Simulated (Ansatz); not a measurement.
Bonds to the group Y in Y-Sn(OH)3. Gas-phase values, no solvent. Each species was relaxed from one start; no search for lower structures was made at this level. In the def2 sets, heavy atoms carry core potentials. Strings in code marks are SMILES.

Computed with CAM-B3LYP-D3(BJ)/def2-TZVP // PBE0-D3(BJ)/def2-SVP (Ansatz, a quantum-chemistry and plane-wave program). All candidates: neutral, multiplicity 1. 

```
Item             Result
-------------  --------
LUMO            0.02 eV
HOMO           -9.18 eV
HOMO–LUMO gap   9.20 eV
```

### Question
Say which member has these values.
A. `C=CC[CH2][Sn]([OH])([OH])[OH]`
B. `C[C](C)(C)[Sn]([OH])([OH])[OH]`
C. `C[CH](C)[Sn]([OH])([OH])[OH]`
D. `CCC[CH2][Sn]([OH])([OH])[OH]`

### Answer
C, `C[CH](C)[Sn]([OH])([OH])[OH]`. The others give `CCC[CH2][Sn]([OH])([OH])[OH]`: 0.06 eV, -9.42 eV, 9.49 eV; `C=CC[CH2][Sn]([OH])([OH])[OH]`: -0.08 eV, -8.95 eV, 8.87 eV; `C[C](C)(C)[Sn]([OH])([OH])[OH]`: -0.02 eV, -8.94 eV, 8.93 eV
